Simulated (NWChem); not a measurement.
# C$_{3}$H$_{7}$FSi; SMILES C/C=C(/F)[SiH3]

Not confirmed as a minimum by frequencies.

Question: Give the equilibrium geometry at PBE0/def2-SVP (NWChem) as an XYZ file, with the point group.

Answer: point group Cs; any orientation.
```
12

C      0.7624    -2.0745     0.0000
C     -0.5047    -1.2891     0.0000
C     -0.5828     0.0451     0.0000
F     -1.8036     0.6208     0.0000
Si     0.8522     1.2832     0.0000
H      1.6583    -1.4350     0.0000
H      0.8216    -2.7303     0.8844
H      0.8216    -2.7303    -0.8844
H     -1.4530    -1.8413     0.0000
H      1.7110     1.1020     1.2096
H      0.2725     2.6557     0.0000
H      1.7110     1.1020    -1.2096
```
